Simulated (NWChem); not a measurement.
System: C2H4BFO; SMILES C=CB(O)F

Here is an NWChem input.

```
start job
memory heap 200 mb stack 900 mb global 1100 mb
geometry units angstroms noautosym nocenter noautoz
  B      0.014843    -0.539521    -0.029561
  F      0.815766    -1.601407     0.013762
  C      0.658512     0.886426    -0.088983
  C     -0.023064     2.027665     0.068433
  H      1.741937     0.953261    -0.246562
  H      0.455701     3.012021     0.038017
  H     -1.106063     2.042377     0.248175
  O     -1.310660    -0.793144    -0.017404
  H     -1.849240     0.000237    -0.085982
end
basis spherical
  * library sto-3g
end
dft
  xc hfexch
  iterations 150
end
property
  shielding
end
task dft property
```

STO-3G and 3-21G are far too small for this property and stand as cheap habits. Coordinates come from a PBE0/def2-SVP optimisation.

GIAO values for the isolated, static molecule; σ is the absolute isotropic shielding, δ = σ(reference) − σ with the isolated reference molecule computed at the same levels (11B: boron trifluoride, 13C: tetramethylsilane, 19F: trichlorofluoromethane, 1H: tetramethylsilane, 17O: water).

Atoms are numbered as in the input.

Task: Predict the main results of this run. (Hartree-Fock/STO-3G, GIAO.) Quantities: δ B1 (ppm); δ F2 (ppm); δ C4 (ppm); δ H5 (ppm); δ H6 (ppm); δ H7 (ppm); δ O8 (ppm).

Result: 
```json
{
  "δ B1 (ppm)": "16.5",
  "δ F2 (ppm)": "-6.5",
  "δ C4 (ppm)": "126.1",
  "δ H5 (ppm)": "6.52",
  "δ H6 (ppm)": "6.26",
  "δ H7 (ppm)": "5.77",
  "δ O8 (ppm)": "40.8"
}
```
